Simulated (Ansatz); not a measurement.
Calculated with Ansatz (gas phase, PBE0-D4/def2-TZVP geometries, no zero-point term in ΔE). CCSD(T)/CBS is the MP2 limit (def2-TZVPP, def2-QZVPP) plus CCSD(T) − MP2 in def2-TZVPP, frozen cores. def2 core potentials past Kr. For Sn outer-core shells are correlated without core-valence functions, which leaves a few kJ/mol of doubt a bond. One conformer a species, not always the lowest.

Reaction (ligand exchange at the Al–C bond): `[AlH2]/[CH]=[CH]/[SnH3]` + `C=C(N)[SiH3]` → `C=C([SiH3])[NH][AlH2]` + `C=[CH][SnH3]`

`[AlH2]/[CH]=[CH]/[SnH3]`:

```xyz
11

Al    1.079    1.955   -1.446
C     0.531    0.805    0.021
C    -0.216   -0.273   -0.256
Sn   -0.924   -1.668    1.207
H     0.590    1.519   -2.892
H     1.964    3.256   -1.227
H     0.801    0.993    1.062
H    -0.493   -0.472   -1.293
H    -1.909   -0.855    2.341
H    -1.827   -2.905    0.451
H     0.405   -2.354    2.031
```

`C=C(N)[SiH3]`:

```xyz
11

C    -0.147   -1.278   -0.877
C    -0.136   -0.339    0.078
N    -0.602   -0.544    1.367
Si    0.672    1.314   -0.275
H     0.292   -1.090   -1.847
H    -0.578   -2.263   -0.711
H    -0.967    0.263    1.846
H    -1.175   -1.364    1.503
H     1.920    1.479    0.517
H    -0.253    2.414    0.121
H     0.975    1.409   -1.724
```

`C=C([SiH3])[NH][AlH2]`:

Cartesian coordinates in Å:
```
C -1.782 -0.506 -0.812
C -0.596 -0.180 -0.279
Si -0.512 1.389 0.752
N 0.551 -0.948 -0.458
Al 2.229 -0.754 0.125
H -2.656 0.110 -0.656
H -1.908 -1.400 -1.421
H -1.868 1.991 0.768
H 0.458 2.357 0.172
H -0.082 1.090 2.145
H 0.361 -1.763 -1.033
H 2.569 0.499 1.023
H 3.236 -1.884 -0.326
```

`C=[CH][SnH3]`:

```xyz
9

C     0.548    0.923    1.265
C    -0.416    0.186    0.725
Sn   -0.226   -0.729   -1.183
H     1.494    1.102    0.761
H     0.437    1.386    2.243
H    -1.340    0.045    1.281
H    -0.386   -2.425   -1.053
H     1.320   -0.335   -1.791
H    -1.433   -0.154   -2.247
```

```csv
species,CCSD(T)/CBS(def2) energy (Eh)
`[AlH2]/[CH]=[CH]/[SnH3]`,-536.28568
`C=C(N)[SiH3]`,-424.06738
`C=C([SiH3])[NH][AlH2]`,-666.70547
`C=[CH][SnH3]`,-293.68430
```

Work out ΔE.

ΔE = (-666.70547) + (-293.68430) − (-536.28568) − (-424.06738) = -0.03671 Eh = -1.00 eV.

Largest T1 diagnostic among the species: 0.013.

In def2-TZVPP, CCSD(T) changes the Hartree–Fock value by −0.05 eV (the triples alone add −0.00 eV) and MP2 by −0.06 eV. The D4 term adds −0.04 eV with B3LYP and −0.02 eV with PBE0; it sums over pairs of atoms, weighted by their polarisabilities, and B3LYP, whose exchange is more repulsive, gets the larger term.

B3LYP here is the variant with VWN-RPA as its local correlation; programs differ in this.
